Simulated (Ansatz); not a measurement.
Ansatz (an electronic-structure program) input:

Ansatz 0.2 input:
```yaml
crystal:
  periodic: [false, false, false]
  atoms:
    - {symbol: In, position_ang: [-0.00000000, -0.00000000, -0.31203525]}
    - {symbol: F, position_ang: [0.00000000, 0.00000000, 1.69885860]}
basis:
  gaussian:
    orbitals: def2-TZVP
hamiltonian:
  xc: {name: wB97X-V}
relax: {f_tol: 0.003, max_steps: 100}
```

Problem. Predict the final energy.

Solution. -290.02555 Eh (wB97X-V/def2-TZVP). The basis has 81 functions.
